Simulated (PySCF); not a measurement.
# Telling isomers of C$_{4}$H$_{10}$FNSi$_{3}$ apart by NMR

Level of theory: NMR shieldings at PBE0/pcSseg-1/GIAO, geometry: GFN2-xTB, in PySCF 2.14.0 with density-fitted response routines (one averaged value for each set of equivalent atoms, no relativistic terms, a single conformation, isolated molecule).

δ = σ(ref) − σ, references computed at the same level: ¹H (31.72 ppm), ¹³C (186.93 ppm) vs TMS. Splittings of carbon signals by F and P are missing where no couplings were computed. Where no couplings were computed, multiplicities follow the n + 1 count of equivalent neighbours, and m marks all less simple cases (inequivalent or close neighbours, rings, F or P nearby). Shifts are as computed. Against solution values, carbons near 30 ppm lie about +3 ppm off and those near 130 ppm about +5 ppm (rms about the fit 2.1 ppm; single classes can miss by 10 ppm). Of 1328 compounds with measured shifts, 309 miss one by over three times the rms of a fit or turn the order of signals round; such compounds aren't used in these exercises. Signals without a measured value on file couldn't be tested in this way; 1H shifts scatter by 0.2 ppm about their fit, and single ones miss by 0.5 ppm.

(1) Tabulate the signals of `N#C/C([SiH3])=C(/C[SiH3])[SiH2]F`, `C[SiH2][SiH2]/C(=C\F)[SiH2]C#N` and their relative energies.

(2) What is the quickest way to tell N#C/C([SiH3])=C(/C[SiH3])[SiH2]F from C[SiH2][SiH2]/C(=C\F)[SiH2]C#N?

Answers

(1) 
```json
{"SMILES": "N#C/C([SiH3])=C(/C[SiH3])[SiH2]F", "carbon types": "3×C 1×CH2", "δC": "191.9, 123.8, 115.9, 26.5", "δH": "5.50 (m, 2H), 4.35 (s, 3H), 4.05 (t, 3H), 2.50 (q, 2H)", "E rel. (kcal/mol)": "0.0"}
{"SMILES": "C[SiH2][SiH2]/C(=C\\F)[SiH2]C#N", "carbon types": "2×C 1×CH 1×CH3", "δC": "172.0, 123.2, 105.3, -8.4", "δH": "7.13 (m, 1H), 4.69 (s, 2H), 4.41 (t, 2H), 4.04 (m, 2H), 0.34 (t, 3H)", "E rel. (kcal/mol)": "18.9"}
```

Energies are electronic energies at PBE0/pcSseg-1 on these geometries, without zero-point or thermal terms, each for the one conformer computed, which needn't be the lowest.

(2) Both give the same number of carbon signals, but DEPT or the intensities differ. The first has a fully substituted alkene carbon (C) at 191.9 ppm, the second an alkene CH at 172.0 ppm. In the proton spectra the most deshielded non-exchanging signals are 5.50 (m, 2H) and 7.13 (m, 1H).
